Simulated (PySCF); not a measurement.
## Electron correlation in F³⁺ (fluorine, charge +3)

[He] 2s2 2p2, high-spin 3P determinant. Calculation: PySCF 2.14, in aug-cc-pVQZ; the non-relativistic Hamiltonian (point nucleus). Frozen: 1s2; 4 electrons correlated.

```json
{"level": "CCSD", "correlation energy (mhartree)": "-107.71"}
{"level": "(T)", "correlation energy (mhartree)": "-1.32"}
{"level": "CCSD(T)", "correlation energy (mhartree)": "-109.03"}
```

Diagnostics: T1 = 0.0038, D1 = 0.0078, largest double amplitude 0.121.

**Question.** Is a single reference adequate?

**Answer.** Mostly. T1 lies below 0.03, but a double amplitude of this size points to a near-degeneracy that CCSD handles and MP2 describes poorly.
